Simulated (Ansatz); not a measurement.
Ideal-gas functions of `[F][Sn]([SiH3])([Cl])[Cl]` at 298.15 K and 1 bar, from an Ansatz frequency run at PBE0-D4/def2-TZVP.

Molar mass 239.72 g/mol, point group Cs (symmetry number 1), electronic degeneracy 1, moments of inertia 361.826, 413.155, 546.269 u Å². Harmonic wavenumbers (cm⁻¹, unscaled): 59, 66, 76, 111, 150, 153, 299, 383, 386, 493, 494, 625, 830, 928, 928, 2246, 2273, 2274.

Use S(trans) = R[1.5 ln M + 2.5 ln T − 1.1517]; rotational temperatures θ = 24.2544 K / I; S(rot) = R[ln(√π/σ · √(T³/θAθBθC)) + 1.5]; for each mode x = 1.438777 ν̃/T, S = R[x/(eˣ − 1) − ln(1 − e⁻ˣ)] and H = RT x/(eˣ − 1); 1 cm⁻¹ = 0.0119627 kJ/mol; R = 8.31446 J/(mol·K).

Problem. By hand: the entropy, in J/(mol·K).

Solution. Translation 177.2. Rotation: θ = 0.067, 0.0587, 0.0444 K, giving 124.3. Vibration, mode by mode: 18.79, 17.86, 16.70, 13.60, 11.18, 11.02, 5.95, 4.30, 4.25, 2.83, 2.82, 1.71, 0.77, 0.52, 0.52, 0.00, 0.00, 0.00, in all 112.8. Electronic 0.0. Sum 414.3 J/(mol·K).

Problem. By hand: H − E and G − E in kJ/mol, counted from the electronic energy.

Solution. Zero-point energy ½ × 12774 × 0.0119627 = 76.4; thermal vibration 16.4; translation, rotation and pV give 4 RT = 9.9. H − E = 102.7 kJ/mol, and G − E = 102.7 − 298.15 × 414.3/1000 = -20.8 kJ/mol.

Vibration gives 27 % of the entropy, 67.0 J/(mol·K) of it from the modes under 150 cm⁻¹: soft modes count most, and the harmonic formula is weakest for them.
